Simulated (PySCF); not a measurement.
Calcium monohydride cation, CaH (charge +1).
Z-matrix (Å and degrees, PBE0-D3(BJ)/def2-SVP geometry), rows numbered from 1:
```
Ca
H   1  1.8824
```

Method: PBE0-D3(BJ)/def2-SVP geometry optimisation, gas phase in PySCF.

Masses are those of the commonest isotopes; rigid-rotor values at the optimised geometry. 

**Question.** What are the moment of inertia and the rotational constant?

**Answer.** I = 3.483 u·Å², B = 505379 MHz·u·Å²/I = 145083 MHz (4.8394 cm⁻¹, or 6.963 K as hB/k). For two atoms I = μr² with μ = 0.9830 u and r = 1.8824 Å.

**Question.** List the first levels of a rigid rotor in a Σ state.

**Answer.** E(J) = BJ(J+1): J = 1: 9.679, J = 2: 29.037, J = 3: 58.073, J = 4: 96.789, J = 5: 145.183, J = 6: 203.257 cm⁻¹.

**Question.** Where do the first rotational lines fall?

**Answer.** The dipole is 4.96 D (about the centre of mass, as the species is charged); J+1 ← J lies at 2B(J+1): 1 ← 0 at 290.17 GHz, 2 ← 1 at 580.33 GHz, 3 ← 2 at 870.50 GHz, 4 ← 3 at 1160.66 GHz, 5 ← 4 at 1450.83 GHz, 6 ← 5 at 1741.00 GHz.

**Question.** Estimate the classical rotational partition function at 100 K and 298.15 K.

**Answer.** Point group C∞v, symmetry number σ = 1; q = kT/(σhB), k/h = 20836.6 MHz/K: 14.4 at 100 K, 42.8 at 298.15 K.

No PBE0-D3(BJ)/def2-SVP frequencies stand behind this structure, so it isn't proved a minimum. These are rigid-rotor constants of the computed structure; measured ground-state constants (B0) also hold zero-point vibration.
